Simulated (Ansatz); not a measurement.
Mulliken charges of C2H3BrF2, SMILES `FCC(F)Br` from ωB97M-V/def2-TZVPP in Ansatz (PBE0-D4/def2-TZVP geometry).

| atom | x (Å) | y (Å) | z (Å) | charge (e) |
| --- | --- | --- | --- | --- |
| F1 | -1.194 | 1.301 | -0.201 | -0.214 |
| C2 | -0.194 | 0.635 | 0.455 | 0.036 |
| C3 | 0.119 | -0.655 | -0.264 | 0.075 |
| F4 | 1.003 | -1.357 | 0.490 | -0.181 |
| Br5 | 0.880 | -0.321 | -2.015 | -0.070 |
| H6 | -0.537 | 0.389 | 1.466 | 0.106 |
| H7 | 0.694 | 1.268 | 0.508 | 0.114 |
| H8 | -0.771 | -1.261 | -0.437 | 0.135 |

Problem. By hand: the dipole of these point charges (1 e Å = 4.8032 D).

Solution. Σ q r = (-0.068, -0.021, 0.246) e Å, of length 0.256 e Å = 1.23 D.

Problem. How does the dipole of the full density compare? (An estimate is asked.)

Solution. Ansatz gave: (-0.093, -0.029, 0.287) e Å, 1.46 D; the point charges give 0.84 times that, at 3° from its direction.

Point charges leave out the atoms' own dipoles, such as those of lone pairs, and Mulliken's split depends on the basis, so the two needn't agree.
